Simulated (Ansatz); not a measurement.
```yaml
crystal:
  periodic: [false, false, false]
  atoms:
    - {symbol: B, position_ang: [-0.738665, 0.056238, -0.444450]}
    - {symbol: Xx, position_ang: [0.542132, 0.360695, 0.371426]}
    - {symbol: I, position_ang: [0.815929, -1.797775, 0.197634]}
    - {symbol: H, position_ang: [-1.760834, -0.165194, 0.132481]}
    - {symbol: H, position_ang: [-0.699250, 0.112034, -1.636942]}
    - {symbol: H, position_ang: [0.489203, 0.562538, 1.437115]}
    - {symbol: H, position_ang: [1.412785, 0.803466, -0.103065]}
basis:
  gaussian: {orbitals: ANO-RCC-VTZP}
hamiltonian: {xc: {name: LC-wPBE}}
```

```sh
$ ansatz run in.yaml --threads 2 --pin off --events-out ev --progress --plain --max-ram 4352MiB
```

Shortened log:

```
Error: YAML parse error: error: line 5 column 16: `Xx` is not an element symbol (H … Og, case-exact)
 --> <input>:5:16
3 |   atoms:
4 |     - {symbol: B, position_ang: [-0.738665, 0.056238, -0.444450]}
5 |     - {symbol: Xx, position_ang: [0.542132, 0.360695, 0.371426]}
6 |     - {symbol: I, position_ang: [0.815929, -1.797775, 0.197634]}
7 |     - {symbol: H, position_ang: [-1.760834, -0.165194, 0.132481]}
```

In this input an element symbol is wrong. The program refused the input.
